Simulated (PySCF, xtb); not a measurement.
diantimony anion (Sb2), SMILES [Sb]#[Sb] (connectivity only; charge and spin as stated), charge -1, multiplicity 2.

Harmonic wavenumbers (cm⁻¹) from GFN2-xTB (xtb) at its own minimum, in rising order: 278.

**Question.** What does PBE0-D3(BJ)/def2-TZVPD in PySCF give at its own minimum? (Estimate from the structure and the level; the computed values follow.)

**Answer.** 255. Paired by order, the mean absolute difference is 23 cm⁻¹ and the zero-point energies are 0.4 and 0.4 kcal/mol.
